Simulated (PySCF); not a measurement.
## How methods differ on the excitation energy of As²⁺

As²⁺ [Ar] 3d10 4s2 4p1 (2P) → As²⁺ [Ar] 3d10 4s1 4p2 (4P), as a difference of total energies. Computed with PySCF 2.14 in def2-QZVPPD (12s7p5d4f1g, 95 functions), with no relativity, point nucleus. Correlated levels: valence: [Ar] 3d10 frozen. The calculations carry no spin-orbit coupling.

| method | excitation energy (eV) |
| --- | --- |
| UHF | 5.985 |
| MP2 (valence) | 6.905 |
| SCS-MP2 (valence) | 7.246 |
| CCSD (valence) | 7.173 |
| CCSD(T) (valence) | 7.193 |

Problem. How much does correlation contribute at CCSD(T) (valence)?

Solution. 7.193 − (5.985) = 1.208 eV, measured against UHF.

A first-order spin-orbit estimate (lowest level to lowest level, LS coupling) adds 0.024 eV.
